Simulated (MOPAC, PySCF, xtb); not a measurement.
Complex: C2H2 (SMILES C#C) (first 4 atoms) with GeH4 (SMILES [GeH4]); geometry from B3LYP-D3(BJ)/def2-TZVP.
(charge 0, multiplicity 1):
```json
[
 {"atom": "C", "x (Å)": "0.6088", "y (Å)": "0.3271", "z (Å)": "-0.0053"},
 {"atom": "C", "x (Å)": "-0.5606", "y (Å)": "0.0734", "z (Å)": "-0.0210"},
 {"atom": "H", "x (Å)": "1.6472", "y (Å)": "0.5519", "z (Å)": "0.0136"},
 {"atom": "H", "x (Å)": "-1.5990", "y (Å)": "-0.1521", "z (Å)": "-0.0326"},
 {"atom": "Ge", "x (Å)": "-0.0201", "y (Å)": "-0.1596", "z (Å)": "3.7048"},
 {"atom": "H", "x (Å)": "-0.9554", "y (Å)": "0.9912", "z (Å)": "3.3104"},
 {"atom": "H", "x (Å)": "1.4059", "y (Å)": "0.1445", "z (Å)": "3.2244"},
 {"atom": "H", "x (Å)": "-0.5105", "y (Å)": "-1.4691", "z (Å)": "3.0725"},
 {"atom": "H", "x (Å)": "-0.0163", "y (Å)": "-0.3070", "z (Å)": "5.2364"}
]
```

Interaction energies are E(AB) − E(A) − E(B) at the monomers' geometry in the complex; basis-set methods are counterpoise corrected. Rows marked so take none.

Rows in 6-31G* carry no dispersion term and start afresh at each structure (6-31G* with six Cartesian d functions); the Pople sets are all-electron and without relativity. The state that AM1, PM3 reach isn't checked.

Programs: MOPAC for AM1, PM3 (differences of heats of formation); PySCF for 6-31G* rows; xtb for the GFN methods. Each number belongs to the level named beside it.

Problem. One of these levels gives -6.9 kJ/mol for the interaction energy. Which?
(A) AM1
(B) PM3
(C) GFN2-xTB
(D) B3LYP/6-31G* (no counterpoise)

Solution. C, GFN2-xTB. The others give 0.7 (AM1), 5.1 (PM3), -1.6 (B3LYP/6-31G* (no counterpoise))
